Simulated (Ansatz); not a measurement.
Gas-phase electronic energies from Ansatz, PBE0-D4/def2-TZVP geometries. CBS: MP2 limit from def2 TZ/QZ plus the TZ coupled-cluster correction, frozen cores. This one scheme is used for every species. DFT in def2-TZVPP. B3LYP here is the variant with VWN-RPA as its local correlation; programs differ in this. No spin–orbit coupling; open shells (•) take unrestricted orbitals. Each species was taken in one conformer, which may not be the lowest.

Reaction (homolysis of the Si–Si bond): `N[SiH2][SiH](F)[SiH3]` → `F[SiH][SiH3]`• + `N[SiH2]`•

`N[SiH2][SiH](F)[SiH3]`:

Cartesian coordinates in Å:
```
N 2.689 1.012 0.335
Si 1.042 1.035 -0.176
Si -0.248 -0.860 0.371
F 0.458 -2.181 -0.244
Si -2.458 -0.734 -0.407
H 3.334 0.404 -0.146
H 2.896 1.029 1.322
H 1.031 1.198 -1.655
H 0.365 2.200 0.458
H -0.279 -1.046 1.853
H -3.239 -1.951 -0.053
H -2.488 -0.557 -1.884
H -3.103 0.450 0.225
```

`F[SiH][SiH3]`•:

Z-matrix (Å, degrees):
```
Si
Si 1 2.341
H 1 1.485 2 109.4
H 1 1.487 2 106.5 3 118.1
H 1 1.489 2 113.1 3 -121.8
F 2 1.610 1 111.0 3 63.1
H 2 1.493 1 114.0 3 -176.3
```

`N[SiH2]`•:

```xyz
6

N     0.369    0.420   -0.648
Si   -0.577   -0.197    0.655
H     0.007    0.394   -1.588
H     0.947    1.235   -0.507
H    -1.067   -1.547    0.246
H     0.321   -0.305    1.843
```

```tsv
level	ΔE (kcal/mol)	difference from CCSD(T)/CBS
PBE-D4	71.1	-5.1
r2SCAN-D4	69.3	-6.9
PBE0-D4	72.4	-3.8
B3LYP-D4	70.9	-5.3
ωB97X-V	76.3	0.1
ωB97M-V	75.6	-0.6
B2PLYP	70.6	-5.6
PBE	68.8	-7.4
r2SCAN	68.6	-7.6
PBE0	70.4	-5.8
B3LYP	67.4	-8.8
HF/def2-TZVPP	54.0	-22.2
MP2/def2-TZVPP	74.2	-2.0
SCS-MP2/def2-TZVPP	74.6	-1.6
CCSD/def2-TZVPP	72.4	-3.8
CCSD(T)/def2-TZVPP	73.7	-2.5
HF/def2-QZVPP	53.6	-22.6
MP2/def2-QZVPP	75.5	-0.7
SCS-MP2/def2-QZVPP	76.1	-0.1
HF/CBS(def2)	53.5	-22.7
MP2/CBS(def2)	76.7	0.5
CCSD/CBS(def2)	74.9	-1.3
CCSD(T)/CBS	76.2	0
```

Largest T1 diagnostic among the species: 0.015.

From PBE to PBE0 (25 % exact exchange), in def2-TZVPP and without D4, ΔE moves by +1.6 kcal/mol. In def2-TZVPP, CCSD(T) changes the Hartree–Fock value by +19.7 kcal/mol (the triples alone add +1.4 kcal/mol) and MP2 by +20.2 kcal/mol; breaking electron pairs costs correlation energy, which Hartree–Fock lacks.
